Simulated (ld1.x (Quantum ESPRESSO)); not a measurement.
## An all-electron radial function and its pseudo partner (Ti)

Columns: radius, all-electron u(r) and pseudo u(r) of the 3p shell (level -46.15 eV) of titanium in the configuration [Ne] 3s2 3p6 3d2 4s1 4p0; PBE, scalar-relativistic, TM scheme, ld1.x (Quantum ESPRESSO) 7.5.

```json
{"r (bohr)": "0.123", "all-electron": "0.4684", "pseudo": "-0.0506"}
{"r (bohr)": "0.245", "all-electron": "0.4269", "pseudo": "-0.1904"}
{"r (bohr)": "0.368", "all-electron": "0.0033", "pseudo": "-0.3923"}
{"r (bohr)": "0.490", "all-electron": "-0.4389", "pseudo": "-0.6117"}
{"r (bohr)": "0.613", "all-electron": "-0.7669", "pseudo": "-0.8090"}
{"r (bohr)": "0.735", "all-electron": "-0.9550", "pseudo": "-0.9479"}
{"r (bohr)": "0.858", "all-electron": "-1.0289", "pseudo": "-1.0158"}
{"r (bohr)": "0.980", "all-electron": "-1.0211", "pseudo": "-1.0151"}
{"r (bohr)": "1.103", "all-electron": "-0.9626", "pseudo": "-0.9624"}
{"r (bohr)": "1.225", "all-electron": "-0.8775", "pseudo": "-0.8789"}
{"r (bohr)": "1.348", "all-electron": "-0.7803", "pseudo": "-0.7812"}
{"r (bohr)": "1.470", "all-electron": "-0.6826", "pseudo": "-0.6829"}
{"r (bohr)": "1.593", "all-electron": "-0.5888", "pseudo": "-0.5888"}
{"r (bohr)": "1.715", "all-electron": "-0.5035", "pseudo": "-0.5035"}
{"r (bohr)": "1.838", "all-electron": "-0.4267", "pseudo": "-0.4267"}
{"r (bohr)": "1.960", "all-electron": "-0.3599", "pseudo": "-0.3599"}
{"r (bohr)": "2.083", "all-electron": "-0.3017", "pseudo": "-0.3017"}
{"r (bohr)": "2.205", "all-electron": "-0.2522", "pseudo": "-0.2522"}
{"r (bohr)": "2.328", "all-electron": "-0.2098", "pseudo": "-0.2098"}
{"r (bohr)": "2.450", "all-electron": "-0.1743", "pseudo": "-0.1743"}
{"r (bohr)": "2.573", "all-electron": "-0.1443", "pseudo": "-0.1443"}
{"r (bohr)": "2.695", "all-electron": "-0.1194", "pseudo": "-0.1194"}
{"r (bohr)": "2.818", "all-electron": "-0.0984", "pseudo": "-0.0984"}
{"r (bohr)": "2.940", "all-electron": "-0.0812", "pseudo": "-0.0812"}
{"r (bohr)": "3.063", "all-electron": "-0.0667", "pseudo": "-0.0667"}
{"r (bohr)": "3.185", "all-electron": "-0.0548", "pseudo": "-0.0548"}
```

(1) How many radial nodes do the two functions have?

(2) At about which radius was the pseudo-wave matched?

(3) Is the pseudo-wave norm-conserving?

## Answers

(1) The all-electron 3p function has n − l − 1 = 1; the pseudo-wave has 0, since the states of the same l below it are removed with the core.

(2) 1.75 bohr. The columns agree to 0.0005 from 1.47 bohr on; several derivatives are matched, so the curves merge somewhat inside the radius.

(3) Yes: the TM scheme keeps the norm inside the radius equal to the all-electron one, which fixes the energy derivative of the logarithmic derivative at the level.
